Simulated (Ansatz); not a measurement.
```yaml
crystal:
  periodic: [false, false, false]
  atoms:
    - {symbol: C, position_ang: [-0.523696, 1.795241, 0.338077]}
    - {symbol: Si, position_ang: [-0.297570, 0.383219, -0.878053]}
    - {symbol: Si, position_ang: [0.930308, -1.388858, 0.049766]}
    - {symbol: O, position_ang: [0.172757, -2.044846, 1.371249]}
    - {symbol: H, position_ang: [0.442889, 2.216006, 0.623538]}
    - {symbol: H, position_ang: [-1.019760, 1.445030, 1.245936]}
    - {symbol: H, position_ang: [-1.129146, 2.593311, -0.096814]}
    - {symbol: H, position_ang: [0.399154, 0.859903, -2.108384]}
    - {symbol: H, position_ang: [-1.631786, -0.137900, -1.302542]}
    - {symbol: H, position_ang: [1.180159, -2.427192, -0.994520]}
    - {symbol: H, position_ang: [2.244696, -0.915463, 0.556809]}
    - {symbol: H, position_ang: [-0.691106, -2.433749, 1.228939]}
basis:
  gaussian: {orbitals: def2-mTZVPP, fitting: {mean_field: def2-universal-jkfit}}
hamiltonian: {xc: {name: wB97X-D}}
scf: {lower_state_search: light}
output: {forces: true}
```

```sh
$ ansatz run in.yaml --threads 4 --pin off --events-out ev --progress --plain --max-ram 10444MiB
```

Output, abridged:

```
Error: YAML parse error: error: line 18 column 19: hamiltonian.xc: no functional is named "wB97X-D"; the names, which are not case-sensitive, are SVWN5, SPW92, PBE, PBE0, PBEsol, revPBE, revPBE0, RPBE, rPW86-PBE, HSE06, wPBEh, LC-wPBE, HISS, HF, BLYP, B3LYP, B3LYP5, BHLYP, CAM-B3LYP, r2SCAN, r2SCANh, r2SCAN0, r2SCAN50, m-r2SCAN, B97, wB97, wB97X, wB97X-V, B97M-V, wB97M-V, B2PLYP, B2GP-PLYP, PBE0-DH, PBE-QIDH
  --> <input>:18:19
   |
16 | basis:
17 |   gaussian: {orbitals: def2-mTZVPP, fitting: {mean_field: def2-universal-jkfit}}
18 | hamiltonian: {xc: {name: wB97X-D}}
   |                   ^ hamiltonian.xc: no functional is named "wB97X-D"; the names, which are not case-sensitive, are SVWN5, SPW92, PBE, PBE0, PBEsol, revPBE, revPBE0, RPBE, rPW86-PBE, HSE06, wPBEh, LC-wPBE, HISS, HF, BLYP, B3LYP, B3LYP5, BHLYP, CAM-B3LYP, r2SCAN, r2SCANh, r2SCAN0, r2SCAN50, m-r2SCAN, B97, wB97, wB97X, wB97X-V, B97M-V, wB97M-V, B2PLYP, B2GP-PLYP, PBE0-DH, PBE-QIDH
19 | scf: {lower_state_search: light}
20 | output: {forces: true}
   |
```

Q: What is wrong with this run?

A: The method's name isn't one that the program takes here. The program refused the input.

HSE06 is defined as in plane-wave codes.
